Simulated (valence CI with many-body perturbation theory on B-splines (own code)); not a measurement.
E1 line list for Ru XXXII

Calculated by relativistic CI+MBPT: three valence electrons over a frozen Dirac-Fock core [Ne], radial functions for each j: 11 s, 11 p, 10 d, 8 f, 5 g, 2 h, with the one-electron correlation potential Σ1 (screened to all orders), the two-electron term Σ2, the three-electron term Σ3, Breit, model QED; selected single and double excitations, second order for the rest, scaled by the run's own slope (own B-spline code, finite nucleus).

No measured spectrum was set against this ion. As an estimate, large intervals hold to a few tenths of a per cent, small ones and those within an open d or f shell to about a per cent.

Lines 151 to 200 of 577 in falling wavelength, among levels below 65.216 Ry, chosen from the strongest by gf and those to the six lowest levels. Wavelengths and rates use the calculated energies. Electric multipoles are in the length gauge with retardation, E1 and E2 with the static RPA response of the core. Weak lines are less certain than strong ones. Lines between different terms over intervals too small for the method are left out, as are lines whose strength nearly cancels. The highest levels of a list are the least certain.

Names give the largest LS component (configuration and term), which can be under half, so a name can repeat, a term be missing and a line seem to break the LS rules; names also repeat where a configuration has a term twice. Letters in brackets count levels of one name in rising energy.

```
λ vac (nm)               Upper               Lower   A (s⁻¹)  S (a.u.) with core polarisation  S without
     11.01         3p³ ⁴S°_3/2        3s3p² ⁴P_5/2  2.19e+10                         5.77e-02   5.92e-02
     11.00   3p3d² ²G°_9/2 [a]    3p²3d ²F_7/2 [b]  1.45e+10                         9.53e-02   9.74e-02
     10.99      3d³ ²D_3/2 [b]   3p3d² ²P°_1/2 [d]  5.63e+10                         1.47e-01   1.51e-01
     10.98  3s3p3d ⁴F°_5/2 [a]        3s3p² ⁴P_3/2  6.62e+07                         2.60e-04   2.65e-04
     10.98   3p3d² ²G°_9/2 [b]        3s3d² ²G_7/2  2.76e+10                         1.81e-01   1.85e-01
     10.97          3d³ ²G_9/2   3p3d² ²F°_7/2 [b]  6.03e+09                         3.93e-02   4.02e-02
     10.96        3s3p² ²D_3/2       3s²3p ²P°_1/2  2.73e+10                         7.10e-02   7.27e-02
     10.96    3p²3d ⁴F_9/2 [a]      3s3p3d ⁴F°_7/2  2.25e+10                         1.46e-01   1.50e-01
     10.95       3p3d² ⁴S°_3/2        3s3d² ⁴P_3/2  2.45e+10                         6.35e-02   6.50e-02
     10.95    3p²3d ²D_3/2 [b]  3s3p3d ²P°_1/2 [b]  6.46e+10                         1.67e-01   1.71e-01
     10.94          3d³ ⁴F_9/2   3p3d² ⁴D°_7/2 [c]  3.33e+10                         2.15e-01   2.20e-01
     10.94       3p3d² ²H°_9/2        3p²3d ²G_7/2  3.03e+10                         1.96e-01   2.00e-01
     10.92   3p3d² ²D°_5/2 [b]        3s3d² ²D_3/2  3.12e+10                         1.20e-01   1.23e-01
     10.90   3p3d² ²P°_3/2 [a]    3s3d² ⁴F_3/2 [a]  2.05e+10                         5.24e-02   5.36e-02
     10.90   3p3d² ⁴D°_7/2 [a]    3p²3d ²D_5/2 [a]  2.73e+10                         1.40e-01   1.43e-01
     10.86        3p²3d ⁴P_5/2      3s3p3d ⁴F°_7/2  1.58e+10                         5.99e-02   6.14e-02
     10.85          3d³ ²G_7/2   3p3d² ²F°_5/2 [b]  3.10e+10                         1.56e-01   1.60e-01
     10.84        3s3d² ²G_7/2  3s3p3d ²F°_5/2 [b]  1.22e+11                         6.13e-01   6.27e-01
     10.84    3p²3d ²F_5/2 [a]      3s3p3d ⁴F°_3/2  1.33e+10                         5.03e-02   5.15e-02
     10.82        3s3d² ²G_9/2  3s3p3d ²F°_7/2 [b]  1.19e+11                         7.45e-01   7.62e-01
     10.82          3d³ ²F_7/2   3p3d² ²D°_5/2 [b]  2.01e+10                         1.00e-01   1.03e-01
     10.82        3p²3d ⁴F_7/2  3s3p3d ⁴F°_5/2 [b]  1.77e+10                         8.87e-02   9.09e-02
     10.81    3p²3d ²F_5/2 [c]     3p³ ²P°_3/2 [b]  1.07e+11                         4.00e-01   4.09e-01
     10.81      3s3p3d ⁴D°_7/2        3s3p² ²D_5/2  1.13e+10                         5.64e-02   5.77e-02
     10.79       3p3d² ⁴F°_9/2        3p²3d ⁴D_7/2  6.42e+09                         3.98e-02   4.07e-02
     10.79          3d³ ²H_9/2   3p3d² ²G°_9/2 [a]  5.80e+09                         3.60e-02   3.68e-02
     10.78      3d³ ²D_5/2 [a]   3p3d² ²D°_3/2 [b]  3.03e+10                         1.12e-01   1.15e-01
     10.76   3p3d² ²F°_5/2 [a]        3p²3d ²G_7/2  1.42e+10                         5.24e-02   5.36e-02
     10.76   3p3d² ⁴D°_5/2 [a]    3s3d² ⁴F_5/2 [a]  2.18e+10                         8.06e-02   8.25e-02
     10.76   3p3d² ²G°_9/2 [a]        3s3d² ⁴F_9/2  2.14e+10                         1.32e-01   1.35e-01
     10.75    3p²3d ⁴F_9/2 [b]      3s3p3d ⁴D°_7/2  1.83e+10                         1.12e-01   1.15e-01
     10.74   3p3d² ⁴D°_7/2 [b]    3p²3d ⁴F_9/2 [b]  1.71e+10                         8.36e-02   8.55e-02
     10.73          3d³ ⁴F_7/2   3p3d² ⁴D°_7/2 [b]  7.36e+09                         3.59e-02   3.67e-02
     10.73       3p3d² ⁴F°_5/2        3p²3d ⁴P_3/2  1.05e+10                         3.83e-02   3.91e-02
     10.72          3d³ ⁴P_5/2       3p3d² ⁴S°_3/2  5.16e+10                         1.88e-01   1.93e-01
     10.72    3p²3d ²D_3/2 [a]  3s3p3d ²F°_5/2 [a]  4.77e+10                         1.16e-01   1.19e-01
     10.72    3p²3d ²F_5/2 [b]  3s3p3d ²F°_5/2 [a]  2.11e+10                         7.69e-02   7.87e-02
     10.71       3p3d² ⁴S°_3/2        3s3d² ⁴P_1/2  3.59e+10                         8.71e-02   8.91e-02
     10.70    3p²3d ²P_3/2 [a]  3s3p3d ⁴F°_5/2 [a]  2.85e+10                         6.90e-02   7.06e-02
     10.69    3p²3d ²D_5/2 [c]  3s3p3d ²F°_7/2 [b]  4.26e+10                         1.54e-01   1.58e-01
     10.69        3s3d² ²F_7/2  3s3p3d ²D°_5/2 [b]  1.23e+11                         5.95e-01   6.09e-01
     10.69    3p²3d ²D_5/2 [a]      3s3p3d ⁴P°_5/2  3.14e+10                         1.14e-01   1.16e-01
     10.68    3p²3d ²D_5/2 [b]  3s3p3d ²F°_7/2 [a]  4.35e+10                         1.57e-01   1.61e-01
     10.68   3p3d² ²D°_3/2 [c]    3p²3d ²D_3/2 [b]  2.74e+10                         6.60e-02   6.75e-02
     10.68   3p3d² ²F°_5/2 [c]        3s3d² ²G_7/2  6.22e+10                         2.24e-01   2.30e-01
     10.68   3p3d² ⁴D°_5/2 [a]    3s3d² ⁴F_3/2 [a]  2.87e+10                         1.04e-01   1.06e-01
     10.67    3s3d² ⁴F_3/2 [b]      3s3p3d ⁴P°_1/2  1.75e+10                         4.19e-02   4.29e-02
     10.66      3d³ ²D_5/2 [b]   3p3d² ²D°_5/2 [c]  4.59e+10                         1.65e-01   1.68e-01
     10.66        3p²3d ⁴D_7/2      3s3p3d ⁴F°_9/2  1.76e+10                         8.40e-02   8.60e-02
     10.65          3d³ ⁴F_5/2   3p3d² ²P°_3/2 [a]  2.52e+10                         9.02e-02   9.22e-02
```
